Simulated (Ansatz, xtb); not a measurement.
Two structures of CH5BGe+

Structure a is a doublet given by its coordinates and structure b is the doublet with the links of `C[B][GeH2+]`. Both are isolated ions in the gas phase, relaxed with PBE0-D3(BJ)/def2-SVP; the shapes shown needn't be the lowest conformers.

a (Å):

| atom | x (Å) | y (Å) | z (Å) |
| --- | --- | --- | --- |
| C | 1.1248 | -0.6433 | 0.1992 |
| B | 0.0777 | 0.5049 | 0.1808 |
| Ge | -0.3011 | -1.6415 | -0.6581 |
| H | 2.0609 | -0.5191 | -0.3712 |
| H | 0.1267 | 1.6546 | 0.5170 |
| H | -1.0755 | 0.1605 | -0.2579 |
| H | 1.3688 | -0.9609 | 1.2293 |
| H | -0.5572 | -1.3894 | -2.1704 |

Close contacts (Å): C1–B2 1.55, C1–Ge3 1.94, B2–Ge3 2.34, C1–H4 1.10, C1–H7 1.11, B2–H5 1.20, B2–H6 1.28, Ge3–H6 2.00, Ge3–H8 1.55.

b (Å):

```xyz
8

C    -1.8052   -0.7816    0.3125
B    -0.8884   -0.1355    1.2881
Ge    0.3377    0.7470    2.5364
H    -1.6239   -0.2857   -0.6664
H    -2.8703   -0.6302    0.5661
H    -1.5943   -1.8586    0.1802
H     1.2424    1.8492    2.0125
H     0.3448    0.3008    3.9884
```

**Question.** Estimate E(b) − E(a) at the level CCSD(T)/def2-SVP + ΔMP2/def2-TZVPP.

**Answer.** Calculated at CCSD(T)/def2-SVP + ΔMP2/def2-TZVPP: E(b) − E(a) = −8.0 kcal/mol, so structure b lies lower.

How the difference moves with the method:

| level | geometry | E(b) − E(a) (kcal/mol) | departure from the last row (kcal/mol) | job, with rough time for the two |
| --- | --- | --- | --- | --- |
| PBE0-D3(BJ)/def2-SVP | PBE0-D3(BJ)/def2-SVP | −8.4 | −0.4 | optimisation, 67 s |
| HF/def2-SVP | PBE0-D3(BJ)/def2-SVP | −10.4 | −2.3 | part of the CCSD(T) run |
| MP2/def2-SVP | PBE0-D3(BJ)/def2-SVP | −8.9 | −0.8 | part of the CCSD(T) run |
| CCSD(T)/def2-SVP | PBE0-D3(BJ)/def2-SVP | −9.5 | −1.4 | single point |
| CCSD(T)/def2-SVP + ΔMP2/def2-TZVPP | PBE0-D3(BJ)/def2-SVP | −8.0 |  | single point, 24 s |

None of the levels shown reverses the order. The largest departure from CCSD(T)/def2-SVP + ΔMP2/def2-TZVPP is that of HF/def2-SVP, 2.3 kcal/mol. Levels run at GFN2-xTB geometries aren't shown. The last row adds to CCSD(T) the change of the MP2 difference between the two basis sets, here +1.4 kcal/mol.

With harmonic frequencies from PBE0-D3(BJ)/def2-SVP (ideal gas, rigid rotor, one conformer each, 298.15 K, 1 atm): the zero-point term adds +0.1 kcal/mol; ΔH is −7.3 and ΔG −8.8 kcal/mol.

Open shells are spin-unrestricted. The correlated steps freeze 11 core orbitals; the filled d shell of Ge is correlated, in a basis made for valence electrons. Mirror images aren't counted in ΔG. Run with Ansatz 0.2.0; the last row on 2 threads of Intel(R) Xeon(R) 6975P-C (Granite Rapids) on a shared host.
